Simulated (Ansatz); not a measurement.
Mulliken charges of C$_{3}$H$_{4}$OSi (`C#C[SiH2]C=O`) from PBE/def2-TZVPP in Ansatz (PBE0-D4/def2-TZVP geometry).

```csv
atom,x (Å),y (Å),z (Å),charge (e)
C1,2.092,0.071,1.319,-0.004
C2,1.228,-0.206,0.524,-0.346
Si3,-0.124,-0.561,-0.642,0.293
C4,-1.589,0.649,-0.299,0.052
O5,-2.586,0.601,-0.972,-0.193
H6,2.861,0.310,2.018,0.209
H7,0.330,-0.356,-2.037,-0.037
H8,-0.616,-1.947,-0.453,-0.037
H9,-1.508,1.394,0.527,0.062
```

By hand: the dipole of these point charges (1 e Å = 4.8032 D).

Σ q r = (0.462, 0.061, 0.344) e Å, of length 0.579 e Å = 2.78 D.

How does the dipole of the full density compare? (Best estimate.)

Computed: (0.408, 0.029, 0.282) e Å, 2.39 D; the point charges give 1.16 times that, at 3° from its direction.

Point charges leave out the atoms' own dipoles, such as those of lone pairs, and Mulliken's split depends on the basis, so the two needn't agree.
